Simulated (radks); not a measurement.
Values are calculated unless marked as measured or tabulated.
Effect of the nuclear size on neutral copper, [Ar] 3d10 4s1. Level of theory: Dirac Kohn-Sham, relativistic LDA (MacDonald-Vosko exchange, VWN5 correlation), spin-unpolarised, spherical densities, finite nucleus; Fermi nuclear charge, rms radius 3.8823 fm (a radial shooting solver on a logarithmic mesh with Libxc functionals). The rms radius is varied about that value; shifts are against it.

rms radius (fm)  total energy shift (eV)  density at nucleus (e/bohr^3)  1s1/2 shift (meV)  2s1/2 shift (meV)  2p1/2 shift (meV)  3s1/2 shift (meV)
3.1369                           -0.0675                      2.223e+04              -28.6              -2.71              0.230             -0.402
3.7581                           -0.0122                      2.202e+04              -5.16             -0.489              0.041             -0.073
3.8823                                 0                      2.198e+04              0.000              0.000              0.000              0.000
4.0337                            0.0154                      2.194e+04               6.51              0.616             -0.052              0.091
4.4996                            0.0661                      2.181e+04               28.0               2.65             -0.225              0.394

Slopes of the eigenvalues against <r^2> in GHz/fm^2, as finite differences over the two radii next to the reference (eigenvalue slopes, not the field-shift constants of lines): 1s1/2 1310, 2s1/2 124, 2p1/2 -10.6, 3s1/2 18.5.
